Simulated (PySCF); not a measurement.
# SrS and its ions

PBE0; basis Sr def2-SVPD with ECP28, S def2-SVPD; scalar-relativistic core potentials; PySCF 2.14. Neutral (UKS): singlet (closed shell), Re = 2.460 Å, ωe = 401 cm⁻¹, De = 3.57 eV, HOMO -4.83 eV, LUMO -2.28 eV.

SrS⁺ (UKS): doublet (π ↑), Re = 2.641 Å, ωe = 330 cm⁻¹, De = 2.74 eV to Sr⁺ + S. The energies at the minima are -428.64216 hartree for SrS and -428.40541 for SrS⁺.

Problem. Work out the adiabatic ionisation energy, without and with harmonic zero-point energies (1 hartree = 27.2114 eV, 1 eV = 8065.5 cm⁻¹), and the change of the bond length.

Solution. At PBE0: 0.23675 hartree = 6.442 eV between the minima; the zero-point term (330.0 − 401.0)/2 cm⁻¹ = -0.004 eV makes it 6.438 eV. Re changes by +18.1 pm against the neutral. Minus the HOMO energy is 4.83 eV, -1.61 eV from the value between the minima; self-interaction puts the Kohn–Sham level too high, less so with exact exchange. The electron leaves a π orbital; in so polar a molecule the change of length follows mostly from the change of the ionic charges.

SrS⁻ (UKS): doublet (σ ↑), Re = 2.562 Å, ωe = 344 cm⁻¹, De = 2.66 eV to Sr + S⁻. The energies at the minima are -428.64216 hartree for SrS and -428.68698 for SrS⁻.

Problem. Work out the adiabatic electron affinity, without and with harmonic zero-point energies (1 hartree = 27.2114 eV, 1 eV = 8065.5 cm⁻¹), and the change of the bond length.

Solution. At PBE0: 0.04482 hartree = 1.220 eV between the minima; the zero-point term (401.0 − 344.0)/2 cm⁻¹ = +0.004 eV makes it 1.223 eV. Re changes by +10.2 pm against the neutral. The electron enters a σ orbital; in so polar a molecule the change of length follows mostly from the change of the ionic charges.

Spin–orbit coupling is left out. For an ion De counts to the pair picked by the measured ionisation energies or electron affinities, which need not be the lowest pair at this level. States were picked by a PBE0 search and need not be the measured ground states.
